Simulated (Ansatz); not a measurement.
Consider the hydrogenolysis of a C–F bond: `C[C]1(F)[CH2][GeH2]1` + H₂ → `C[CH]1[CH2][GeH2]1` + H–F.

Isolated molecules relaxed with PBE0-D4/def2-TZVP in Ansatz; ΔE leaves out vibrations. CBS: MP2 limit from def2 TZ/QZ plus the TZ coupled-cluster correction, frozen cores. This one scheme is used for every species. DFT in def2-TZVPP. B3LYP here is the variant with VWN-RPA as its local correlation; programs differ in this. For Ge outer-core shells are correlated without core-valence functions, which leaves a few kJ/mol of doubt a bond. Scalar relativity is left out up to krypton.

`C[C]1(F)[CH2][GeH2]1`:

Z-matrix (Å, degrees):
```
C
C 1 1.495
H 1 1.092 2 110.6
H 1 1.096 2 110.0 3 -119.5
H 1 1.091 2 110.9 3 120.2
F 2 1.378 1 110.9 3 -177.6
C 2 1.510 1 118.8 3 48.3
Ge 2 1.963 1 122.0 3 -31.5
H 7 1.085 2 114.4 1 137.2
H 7 1.085 2 117.4 1 -0.1
H 8 1.525 2 118.9 1 8.1
H 8 1.522 2 119.6 1 -150.8
```

H₂:

Cartesian coordinates in Å:
```
H 0.320 -0.152 -0.116
H -0.320 0.152 0.116
```

`C[CH]1[CH2][GeH2]1`:

Cartesian coordinates in Å:
```
C 1.507 -0.149 0.371
C 0.231 0.552 -0.008
C -0.617 -0.049 -1.122
Ge -1.504 -0.087 0.611
H 1.903 0.221 1.319
H 1.355 -1.227 0.474
H 2.276 -0.002 -0.398
H 0.315 1.635 -0.050
H -0.276 -0.997 -1.525
H -1.000 0.625 -1.881
H -1.558 -1.424 1.340
H -2.632 0.903 0.870
```

H–F:

Cartesian coordinates in Å:
```
F -0.241 -0.239 0.310
H 0.241 0.239 -0.310
```

```json
{"level": "PBE-D4", "ΔE (kJ/mol)": "-86.0", "difference from CCSD(T)/CBS": "19.0"}
{"level": "r2SCAN-D4", "ΔE (kJ/mol)": "-85.0", "difference from CCSD(T)/CBS": "20.0"}
{"level": "PBE0-D4", "ΔE (kJ/mol)": "-96.6", "difference from CCSD(T)/CBS": "8.4"}
{"level": "B3LYP-D4", "ΔE (kJ/mol)": "-88.6", "difference from CCSD(T)/CBS": "16.4"}
{"level": "ωB97X-V", "ΔE (kJ/mol)": "-89.0", "difference from CCSD(T)/CBS": "16.0"}
{"level": "ωB97M-V", "ΔE (kJ/mol)": "-91.4", "difference from CCSD(T)/CBS": "13.6"}
{"level": "B2PLYP", "ΔE (kJ/mol)": "-97.0", "difference from CCSD(T)/CBS": "8.0"}
{"level": "PBE", "ΔE (kJ/mol)": "-87.3", "difference from CCSD(T)/CBS": "17.7"}
{"level": "r2SCAN", "ΔE (kJ/mol)": "-85.3", "difference from CCSD(T)/CBS": "19.7"}
{"level": "PBE0", "ΔE (kJ/mol)": "-97.7", "difference from CCSD(T)/CBS": "7.3"}
{"level": "B3LYP", "ΔE (kJ/mol)": "-90.8", "difference from CCSD(T)/CBS": "14.2"}
{"level": "HF/def2-TZVPP", "ΔE (kJ/mol)": "-104.7", "difference from CCSD(T)/CBS": "0.3"}
{"level": "MP2/def2-TZVPP", "ΔE (kJ/mol)": "-111.0", "difference from CCSD(T)/CBS": "-6.0"}
{"level": "SCS-MP2/def2-TZVPP", "ΔE (kJ/mol)": "-106.3", "difference from CCSD(T)/CBS": "-1.3"}
{"level": "CCSD/def2-TZVPP", "ΔE (kJ/mol)": "-106.2", "difference from CCSD(T)/CBS": "-1.2"}
{"level": "CCSD(T)/def2-TZVPP", "ΔE (kJ/mol)": "-102.9", "difference from CCSD(T)/CBS": "2.1"}
{"level": "HF/def2-QZVPP", "ΔE (kJ/mol)": "-104.8", "difference from CCSD(T)/CBS": "0.2"}
{"level": "MP2/def2-QZVPP", "ΔE (kJ/mol)": "-112.2", "difference from CCSD(T)/CBS": "-7.2"}
{"level": "SCS-MP2/def2-QZVPP", "ΔE (kJ/mol)": "-107.8", "difference from CCSD(T)/CBS": "-2.8"}
{"level": "HF/CBS(def2)", "ΔE (kJ/mol)": "-104.8", "difference from CCSD(T)/CBS": "0.2"}
{"level": "MP2/CBS(def2)", "ΔE (kJ/mol)": "-113.1", "difference from CCSD(T)/CBS": "-8.1"}
{"level": "CCSD/CBS(def2)", "ΔE (kJ/mol)": "-108.3", "difference from CCSD(T)/CBS": "-3.3"}
{"level": "CCSD(T)/CBS", "ΔE (kJ/mol)": "-105.0", "difference from CCSD(T)/CBS": "0"}
```

Largest T1 diagnostic among the species: 0.011.

From PBE to PBE0 (25 % exact exchange), in def2-TZVPP and without D4, ΔE moves by −10.4 kJ/mol.
